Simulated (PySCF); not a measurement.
BeHBr, SMILES [BeH][Br]. Atoms are numbered in the order given.

```xyz
3

Be     0.0000     0.0000    -1.6782
H      0.0000     0.0000    -3.0062
Br     0.0000     0.0000     0.2777
```
Charge 0, spin multiplicity 1.

Geometry optimised at PBE0-D3(BJ)/def2-TZVPD.

Level of theory: IEF-PCM-B3LYP/def2-TZVPD in PySCF.

The values are the electrostatic part of the solvation free energy, E(continuum) − E(gas) at the gas-phase geometry, in a cavity of scaled van der Waals radii (PySCF's table); cavitation and dispersion terms are not included. A continuum can't describe solvent molecules that bind to the metal. In vacuum the orbital gap is 7.79 eV. The dipole moment in vacuum is 0.30 D.

Computed values in water (ε = 78.36), n-hexane (ε = 1.88), ethanol (ε = 24.85):
```csv
solvent,ε,ΔG(elec) (kcal/mol),dipole (D),gap (eV)
water,78.36,-4.1,0.64,8.08
n-hexane,1.88,-1.4,0.41,7.89
ethanol,24.85,-3.9,0.62,8.06
```
